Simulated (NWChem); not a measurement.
## Ionisation of BI$_{2}$

SMILES: I[B]I
```xyz
3

I      1.9059     0.0000     0.0412
B      0.0000     0.0000    -0.8724
I     -1.9059     0.0000     0.0412
```
Charge 0, spin multiplicity 2.

The numbers come from NWChem runs, not from measurements. All single points use one geometry, from UB3LYP/def2-SVP with def2 effective core potentials on I, a minimum by its harmonic frequencies.

Basis set: def2-TZVP. −ε marks an orbital energy of the parent.

Effective core potentials replace the inner electrons of I; spin-orbit coupling is left out. B3LYP has NWChem's definition, with VWN1-RPA local correlation. The structure started from a generated list of species. The unpaired electrons of the parent sit in orbitals of symmetry a1 (C2v labels of the run); other states weren't searched. The stability of the SCF solutions was not checked. Open-shell Hartree-Fock references start from PBE0 orbitals.

Problem. One of these methods gave a first vertical ionisation energy of 5.02 eV. Which?
(A) −ε(alpha HOMO) of HF
(B) −ε(alpha HOMO) of B3LYP
(C) −ε(alpha HOMO) of BP86
(D) −ε(alpha HOMO) of r2SCAN

Solution. C, −ε(alpha HOMO) of BP86. The others give 5.81 (−ε(alpha HOMO) of B3LYP), 5.33 (−ε(alpha HOMO) of r2SCAN), 8.98 (−ε(alpha HOMO) of HF).
